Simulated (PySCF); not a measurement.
Simulated outer-valence photoelectron spectrum of `C#[C][AlH2-][NH3+]`. The calculation used EOM-IP-CCSD/aug-cc-pVDZ in PySCF, restricted Hartree–Fock reference, frozen core, non-relativistic, gas phase, PBE0-D3(BJ)/def2-SVP geometry.

Each root has a Gaussian of 0.3 eV full width with its one-hole share as area; cross sections and vibrations are left out, and the highest printed point is 100.

(ionisation energy (eV), intensity): (9.4, 2), (9.6, 49), (9.8, 98), (10.0, 60), (10.2, 100), (10.4, 32), (10.6, 92), (10.8, 57), (11.0, 48), (11.2, 96), (11.4, 17), (11.6, 0), (11.8, 0), (12.0, 0), (12.2, 0), (12.4, 1), (12.6, 39), (12.8, 98), (13.0, 21), (13.2, 0), (13.4, 0), (13.6, 0), (13.8, 0), (14.0, 0), (14.2, 0), (14.4, 0), (14.6, 0), (14.8, 0), (15.0, 0), (15.2, 1), (15.4, 30), (15.6, 99), (15.8, 28), (16.0, 1), (16.2, 0), (16.4, 0), (16.6, 0), (16.8, 0), (17.0, 7), (17.2, 74), (17.4, 68), (17.6, 5), (17.8, 0), (18.0, 0), (18.2, 3), (18.4, 58), (18.6, 90), (18.8, 12)

Q: Where are the maxima, and how many lines lie under the curve?

A: 8 maxima, at 9.8, 10.2, 10.7, 11.2, 12.8, 15.6, 17.3 and 18.5 eV, from 8 lines.

Q: List the lines with their holes.

A: 
| E (eV) | leading hole (HF orbital) | area | Koopmans (eV) |
| --- | --- | --- | --- |
| 9.75 | HOMO | 0.95 | 9.91 |
| 10.17 | HOMO-1 | 0.96 | 10.17 |
| 10.66 | HOMO-2 | 0.95 | 11.04 |
| 11.16 | HOMO-3 | 0.93 | 12.08 |
| 12.78 | HOMO-4 | 0.93 | 14.36 |
| 15.60 | HOMO-5 | 0.92 | 17.11 |
| 17.29 | HOMO-6 | 0.90 | 19.30 |
| 18.54 | HOMO-7 | 0.95 | 19.61 |

The widest gap, 2.82 eV, lies between 12.78 and 15.60 eV. Only orbitals with −ε under 21 eV, eight at most, were ionised, so the high end of the curve may lack lines.

The run took 3.1 min of wall time on one thread of an Arm Neoverse V2, on a shared host.
